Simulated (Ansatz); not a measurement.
Calculated with Ansatz (gas phase, PBE0-D4/def2-TZVP geometries, no zero-point term in ΔE). CCSD(T)/CBS adds triple-zeta CCSD(T) − MP2 to the extrapolated MP2 energy (def2 sets, frozen cores). This one scheme is used for every species. DFT in def2-TZVPP. Elements past krypton have def2 core potentials. For Br, Zr outer-core shells are correlated without core-valence functions, which leaves a few kJ/mol of doubt a bond. Scalar relativity is left out up to krypton.

Reaction (ligand exchange at a Zr–C bond): `[CH3][Zr]([Cl])([Cl])[Cl]` + HBr → `[Cl][Zr]([Cl])([Cl])[Br]` + CH₄

```
             level  ΔE (kcal/mol)  difference from CCSD(T)/CBS
            PBE-D4          -47.9                          0.7
            B97M-V          -49.1                         -0.5
           r2SCANh          -49.3                         -0.7
         CAM-B3LYP          -47.8                          0.8
           LC-ωPBE          -46.8                          1.8
CCSD(T)/def2-TZVPP          -48.3                          0.3
     HF/def2-QZVPP          -50.1                         -1.5
SCS-MP2/def2-QZVPP          -49.6                         -1.0
      HF/CBS(def2)          -50.1                         -1.5
    CCSD/CBS(def2)          -47.7                          0.9
       CCSD(T)/CBS          -48.6                            0
```

Largest T1 diagnostic among the species: 0.015.

From BLYP to BHLYP (50 % exact exchange), in def2-TZVPP and without D4, ΔE moves by −1.0 kcal/mol. Leaving LDA and LC-ωPBE aside and taking each functional with its dispersion term where it has one, the values, not all of them listed here, spread over 2.4 kcal/mol, from BHLYP-D4 to ωB97M-V.
